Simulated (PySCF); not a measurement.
[Sc2Cl]+: from structure and modes to constants

All numbers come from UPBE0 in PySCF with Cl def2-SVP, Sc def2-SVP; no relativity; density-fitted integrals.

The triplet minimum has C2v symmetry. Masses (u): Cl 34.96885, Sc 44.95591.

```xyz
3
charge 1 multiplicity 3, angstrom
Cl    0.0122   -1.4584    0.0000
Sc    1.3816    0.5792    0.0000
Sc   -1.3911    0.5560    0.0000
```

Harmonic wavenumbers (cm⁻¹): 61.0 (×1), 109.1 (×1), 342.0 (×1).

(1) Find the principal moments of inertia and the rotational constants. What kind of rotor is it?

(2) What is the harmonic zero-point energy?

(3) Find the vibrational entropy and heat capacity at 298.15 K.

(4) Give the standard entropy (298.15 K, 1 bar) by its translational, rotational, vibrational and spin parts, and Cp.

## Answers

(1) About the centre of mass I = 103.35, 172.81, 276.16 u Å². With B = 16.8576/I this gives 0.1631, 0.09755, 0.06104 cm⁻¹. The molecule is an asymmetric top with κ = -0.28.

(2) Half the sum of all 3 wavenumbers, 512/2 = 256 cm⁻¹, which is 3.1 kJ/mol (1 cm⁻¹ = 0.0119627 kJ/mol).

(3) With u = 1.43878 ω/T, each mode gives S = R[u/(eᵘ−1) − ln(1−e⁻ᵘ)] and C = R u² eᵘ/(eᵘ−1)².
```tsv
ω (cm⁻¹)	u	S (J/(mol K))	C (J/(mol K))
61.0	0.294	18.51	8.25
109.1	0.527	13.74	8.12
342.0	1.651	5.03	6.66
```
The sums over all modes are S = 37.3 and C = 23.0 J/(mol K); the softest mode gives 50 % of the entropy.

(4) Sackur–Tetrode with M = 124.88 u gives 169.1; rotation with symmetry number 2 gives 106.8; vibration 37.3; spin R ln 3 = 9.1. The total is 322.3 J/(mol K), and Cp = 4 R + 23.0 = 56.3 J/(mol K).

The spin densities have lower symmetry than the nuclear frame, so modes carry no symmetry labels. This need not be the most stable arrangement of these atoms. Other spin states or occupations of the open shell can lie lower.
